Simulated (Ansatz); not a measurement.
`CN(C)c1ccc(/C=C/c2ccc(/C=C/c3ccc(/C=C/c4ccc(/C=C/C#N)cc4)cc3)cc2)cc1`. Charge 0, multiplicity 1. Geometry r2SCAN-D4/def2-SVP.

Cartesian coordinates in Å:
```
C -10.429 2.163 -7.561
N -9.278 3.012 -7.343
C -9.117 4.223 -8.116
C -8.305 2.629 -6.450
C -7.143 3.422 -6.240
C -6.163 3.033 -5.341
C -6.263 1.837 -4.593
C -5.257 1.384 -3.651
C -4.099 2.013 -3.314
C -3.089 1.535 -2.388
C -3.165 0.299 -1.704
C -2.154 -0.111 -0.848
C -1.003 0.681 -0.617
C 0.030 0.183 0.272
C 1.198 0.800 0.597
C 2.242 0.283 1.464
C 3.399 1.062 1.690
C 4.433 0.606 2.496
C 4.376 -0.657 3.125
C 5.492 -1.092 3.943
C 5.623 -2.283 4.586
C 6.752 -2.712 5.392
C 7.887 -1.908 5.648
C 8.936 -2.380 6.423
C 8.918 -3.676 6.986
C 10.049 -4.111 7.785
C 10.206 -5.318 8.390
C 11.356 -5.644 9.152
N 12.296 -5.934 9.784
C 7.784 -4.481 6.735
C 6.735 -4.009 5.962
C 3.212 -1.436 2.906
C 2.180 -0.981 2.103
C -0.930 1.921 -1.292
C -1.941 2.330 -2.148
C -7.420 1.057 -4.809
C -8.414 1.429 -5.704
H -11.091 2.633 -8.300
H -11.010 2.012 -6.633
H -10.144 1.165 -7.944
H -9.994 4.360 -8.761
H -9.030 5.116 -7.470
H -8.219 4.189 -8.763
H -7.007 4.353 -6.791
H -5.288 3.677 -5.220
H -5.483 0.420 -3.179
H -3.873 2.982 -3.776
H -4.029 -0.354 -1.853
H -2.239 -1.076 -0.338
H -0.179 -0.804 0.704
H 1.408 1.787 0.169
H 3.476 2.044 1.213
H 5.318 1.233 2.648
H 6.307 -0.362 4.023
H 4.816 -3.020 4.499
H 7.946 -0.898 5.235
H 9.803 -1.737 6.606
H 10.857 -3.378 7.903
H 9.442 -6.101 8.317
H 7.724 -5.490 7.152
H 5.867 -4.651 5.781
H 3.119 -2.418 3.377
H 1.303 -1.618 1.962
H -0.064 2.572 -1.146
H -1.855 3.294 -2.660
H -7.536 0.122 -4.250
H -9.282 0.779 -5.825
```

Single mean-field runs in def2-SVP are fitted with def2-universal-jkfit.

**Question.** Estimate the orbital energies around the gap (eV) in Ansatz with PBE-D4/def2-SVP, r2SCAN-D4/def2-SVP, PBE0-D4/def2-SVP.

**Answer.** 
```csv
orbital,PBE-D4/def2-SVP,r2SCAN-D4/def2-SVP,PBE0-D4/def2-SVP
HOMO−9,-7.25,-7.55,-8.45
HOMO−8,-6.65,-6.93,-7.78
HOMO−7,-6.60,-6.89,-7.77
HOMO−6,-6.45,-6.72,-7.55
HOMO−5,-6.29,-6.55,-7.35
HOMO−4,-6.29,-6.55,-7.32
HOMO−3,-6.11,-6.36,-7.18
HOMO−2,-5.58,-5.79,-6.52
HOMO−1,-5.01,-5.19,-5.83
HOMO,-4.40,-4.55,-5.13
LUMO,-3.12,-3.14,-2.57
LUMO+1,-2.49,-2.48,-1.85
LUMO+2,-1.82,-1.76,-1.05
LUMO+3,-1.39,-1.30,-0.54
LUMO+4,-1.31,-1.21,-0.43
LUMO+5,-1.09,-0.98,-0.17
```
